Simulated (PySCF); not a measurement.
GeSe, SMILES [Ge]=[Se] (connectivity only; charge and spin as stated), neutral, multiplicity 1.

The structure is a stationary point at B3LYP-D3(BJ)/def2-TZVP.

The numbers are results of TDDFT-PBE0/def2-TZVPD (PySCF 2.14.0), not measurements.

Vertical excitations; the highest root listed may be one member of a degenerate set.  State labels are in the subgroup C2v.

Q: Estimate the UV-visible absorptions. (Estimate from the structure and the level; the computed values follow.)

A: 
```csv
state,symmetry,energy (eV),λ (nm),f,main pairs
S1,A2,3.39,366,0.000,"HOMO→LUMO 50 %, HOMO−1→LUMO+1 50 %"
S2,A2,3.63,341,0.000,"HOMO−1→LUMO+1, HOMO→LUMO (degenerate set)"
S3,A1,3.63,341,0.000,"HOMO→LUMO+1, HOMO−1→LUMO (degenerate set)"
S4,B1,3.87,320,0.010,HOMO−2→LUMO (degenerate set)
S5,B2,3.87,320,0.010,HOMO−2→LUMO+1 (degenerate set)
S6,A1,5.26,236,0.140,"HOMO−1→LUMO 43 %, HOMO→LUMO+1 43 %, HOMO−2→LUMO+2 11 %"
S7,B1,6.71,185,0.042,HOMO−1→LUMO+2 (degenerate set)
S8,B2,6.71,185,0.042,HOMO→LUMO+2 (degenerate set)
S9,B2,7.16,173,0.148,HOMO→LUMO+3 (degenerate set)
S10,B1,7.16,173,0.148,HOMO−1→LUMO+3 (degenerate set)
T1,A1,2.63,471,0,"HOMO→LUMO+1 49 %, HOMO−1→LUMO 49 %"
T2,A2,2.95,421,0,"HOMO→LUMO, HOMO−1→LUMO+1 (degenerate set)"
T3,A1,2.95,421,0,"HOMO−1→LUMO, HOMO→LUMO+1 (degenerate set)"
T4,B2,2.97,417,0,HOMO−2→LUMO+1 99 %
```
Triplets are in the Tamm–Dancoff approximation, which puts them higher than full response would, so one can lie above its singlet here.
